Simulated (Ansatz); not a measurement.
Ge₅PH₁₂⁺, a doped cluster cut from the lattice of germanium (P on a surface site). Total charge 1; triplet. Geometry PBE0-D4/def2-SVP, that of the charge +1 singlet; atoms count from 1.

```xyz
18

Ge   -2.1079    0.8337    0.5203
Ge    0.3255   -0.5260   -2.2638
Ge    1.0963   -1.3998    1.4992
P    -0.3433    0.4024    2.0419
Ge    2.1069   -0.7909   -0.6327
Ge   -1.0154    1.3841   -1.5869
H    -2.8949    1.9361    1.2419
H    -2.8437   -0.5131    0.5679
H     0.9228   -0.2789   -3.6556
H    -0.5550   -1.7854   -2.2535
H     1.9996   -1.4764    2.7375
H     0.0849   -2.5544    1.4618
H     0.4349    1.5771    2.1748
H    -0.8562    0.2411    3.3525
H     2.8540    0.5283   -0.3771
H     3.0886   -1.9226   -0.9663
H    -0.1496    2.6207   -1.2959
H    -2.1475    1.7240   -2.5660
```

At PBE0-D4/def2-SVP a singlet of charge 1 lies 5.61 eV below the triplet at the same geometry.

(1) Estimate the Mulliken populations from the PBE0/def2-SVP orbitals of Ansatz.

(2) Where does the spin sit?

(3) And the Mayer bond orders between bonded heavy atoms (over 0.3)?

Answers

(1) 
| atom | charge (e) | spin (α − β) |
| --- | --- | --- |
| Ge1 | 0.10 | 0.14 |
| Ge2 | 0.12 | 0.26 |
| Ge3 | 0.01 | 0.77 |
| P4 | 0.00 | 0.03 |
| Ge5 | 0.13 | 0.48 |
| Ge6 | 0.07 | 0.05 |
| H7 | 0.05 | -0.01 |
| H8 | 0.03 | 0.00 |
| H9 | 0.05 | 0.09 |
| H10 | 0.03 | -0.01 |
| H11 | 0.08 | 0.06 |
| H12 | 0.05 | -0.01 |
| H13 | 0.09 | 0.00 |
| H14 | 0.06 | 0.11 |
| H15 | 0.03 | -0.01 |
| H16 | 0.05 | 0.02 |
| H17 | 0.02 | 0.00 |
| H18 | 0.05 | 0.05 |
Mulliken values and Mayer orders depend strongly on the basis.

(2) Summed by element: Ge 1.70, P 0.03, H 0.27, of 2 unpaired in all. Largest on single atoms: Ge3 0.77, Ge5 0.48, Ge2 0.26.

(3) Ge1–P4 0.77 (2.37 Å); Ge1–Ge6 0.94 (2.44 Å); Ge2–Ge5 0.68 (2.43 Å); Ge2–Ge6 0.88 (2.43 Å); Ge3–P4 0.55 (2.37 Å); Ge3–Ge5 0.88 (2.44 Å).
